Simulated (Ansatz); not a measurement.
Ansatz (a first-principles code) input (RI-MP2/cc-pV(Q+d)Z):
A basis named .json is the Basis Set Exchange file of that set.

Ansatz 0.2 input:
```yaml
crystal:
  periodic: [false, false, false]
  atoms:
    - {symbol: Si, position_ang: [0.30206526, 0.47546220, -0.20374489]}
    - {symbol: Cl, position_ang: [-0.03347970, -1.22336384, -1.35106641]}
    - {symbol: Cl, position_ang: [-1.16802608, 0.68063782, 1.22233080]}
    - {symbol: O, position_ang: [1.71619924, 0.32833936, 0.61166249]}
    - {symbol: H, position_ang: [2.46709062, -0.05684324, 0.14763395]}
basis:
  gaussian:
    orbitals: cc-pV_Q+d_Z.json
    fitting: {mean_field: def2-universal-jkfit, correlation: cc-pVQZ-RIFIT.json}
magnetization: {spin_polarized: true, initial_magnetization: 1}
correlation: {method: mp2, electrons: outside_noble_gas}
```

End of the output:

```
integrals: 0.37 GiB planned
479 factors; integrals over basis functions are off by at most 2.3e0 eV
661 factors; integrals over basis functions are off by at most 7.5e-1 eV
mean field: 1.17 GiB planned
mean field evaluation 1: about -34925.6016 eV, gradient 2.6e1 eV
mean field evaluation 2: about -34927.5446 eV, gradient 1.8e1 eV
mean field evaluation 4: about -34928.7149 eV, gradient 9.6e-1 eV
mean field evaluation 8: about -34928.7309 eV, gradient 1.8e-6 eV
mean field -34928.73090333 eV, -1283.6071851533 hartree, gradient 1.8e-6 eV, S^2 0.755403; 0 other end points of the search recorded, 0 dependent functions left out
16 core orbitals not correlated
reference -34928.73090333 eV, -1283.6071851533 hartree; 13, 12 occupied and 248, 249 virtual orbitals, 661 factors
second order -21.10987612 eV of doubles, -0.00000000 eV of singles
Total energy: -34949.84077945 eV, -1284.3829587918 hartree
```

It need not be the lowest isomer of its formula.
